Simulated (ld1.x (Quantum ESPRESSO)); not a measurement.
Before and after: RRKJ potential for Ge (Z = 32)

ld1.x (Quantum ESPRESSO) 7.5 input, shortened:

```
&input
   title='Ge', zed=32., rel=1, dft='PBE', iswitch=3,
   config='[Ar] 3d10 4s2 4p1.5 4d-2'
 /
 &inputp
   pseudotype=2, tm=.false., rho0=0.01, lloc=0,
   nlcc=.false.
 /
3
4P  2  1   1.50   0.00  1.75  1.75  0.0
4D  3  2  -2.00  -0.10  1.70  1.70  0.0
4S  1  0   2.00   0.00  1.50  1.50  0.0
 &test
   configts(1)='4s2 4p1.5'
 /
```

All-electron outer shells of the reference configuration (PBE, scalar-relativistic, ld1.x):

```tsv
shell	level (eV)	outermost node (bohr)	outermost maximum (bohr)
4s	-15.60	0.77	1.73
4p	-7.38	0.82	2.14
```

Change: core correction a·sin(br)/r model core inside 0.76 bohr.

Cutoffs: the cutoffs (Ry, on a coarse ladder) from which the occupation-weighted sum of valence levels, in a spherical-Bessel basis at the reference potential, stays within 10 and 1 mRy of its value at 400 Ry; they do not see the model core or the augmentation charge, which bear on the density cutoff. Errors are all-electron minus pseudo energies relative to the spin-unpolarised reference configuration.

Task: What does the change do?

Result: The potential gets neither clearly harder nor softer (30 Ry and 45 Ry → 30 Ry and 45 Ry); both files keep a bound ghost (d); of the 7 tests that both files solve, the error grows in 4 and shrinks in 1 by more than 15 % and 0.3 meV (median size 8.2 → 24.0 meV). A model core, the more so a compact one, raises the density cutoff, which this test does not measure.

```tsv
quantity	base	changed
cutoff, loose	30 Ry	30 Ry
cutoff, tight	45 Ry	45 Ry
bound ghosts	d	d
error for 4s2 4p2, meV [ΔE -2.80 eV]	+0.4	-0.3
error for 4s2 4p1, meV [ΔE 4.64 eV]	-0.7	-2.4
error for 4s2 4p0, meV [ΔE 20.08 eV]	+5.4	-33
error for 4s1 4p3, meV [ΔE 5.17 eV]	+13	-11
error for 4s1 4p0, meV [ΔE 54.87 eV]	+108	-232
error for 4s1 4p2, meV [ΔE 13.36 eV]	+8.2	-24
error for 4s0 4p4, meV [ΔE 13.39 eV]	+47	-50
s: phases at 1.90 bohr within 0.05 rad from the reference energy up to (Ry; the scan ends near 5)	4.4	4.4
p: phases at 1.90 bohr within 0.05 rad from the reference energy up to (Ry; the scan ends near 5)	to the end of the scan	to the end of the scan
d: phases at 1.90 bohr within 0.05 rad from the reference energy up to (Ry; the scan ends near 5)	1.4	1.4
```

 A true bound ghost makes a file unfit for plane-wave use even where its test errors are small: the radial tests pick states by their node count and pass the ghost by.
